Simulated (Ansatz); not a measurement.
```yaml
crystal:
  periodic: [false, false, false]
  atoms:
    - {symbol: O, position_ang: [1.909421, 2.022222, 0.432699]}
    - {symbol: Si, position_ang: [0.378156, 2.013260, -0.168035]}
    - {symbol: N, position_ang: [-0.127848, 0.329669, -0.102416]}
    - {symbol: Si, position_ang: [0.775775, -1.048153, 0.463767]}
    - {symbol: Si, position_ang: [-1.749177, 0.011307, -0.683995]}
    - {symbol: H, position_ang: [2.346864, 1.216756, 0.730220]}
    - {symbol: H, position_ang: [0.954965, -2.045805, -0.621813]}
    - {symbol: H, position_ang: [0.086063, -1.699453, 1.606664]}
    - {symbol: H, position_ang: [2.127072, -0.621716, 0.924569]}
    - {symbol: H, position_ang: [-1.708865, -0.952656, -1.814968]}
    - {symbol: H, position_ang: [-2.579212, -0.578718, 0.398959]}
    - {symbol: H, position_ang: [-2.336213, 1.298187, -1.131650]}
basis:
  gaussian: {orbitals: def2-SVPD}
hamiltonian: {xc: {name: HF}}
correlation: {method: mp2, frozen_orbitals: {O: 9}}
output: {forces: true}
```

```sh
$ ansatz run in.yaml --threads 4 --pin off --events-out ev --progress --plain --max-ram 10444MiB
```

Output, abridged:

```
Functional definition: HF
Error: "frozen_orbitals" has no count for Si
```

In this input frozen orbitals are typed for one element alone, and the program wants a count for each. The input was rejected before any iteration.
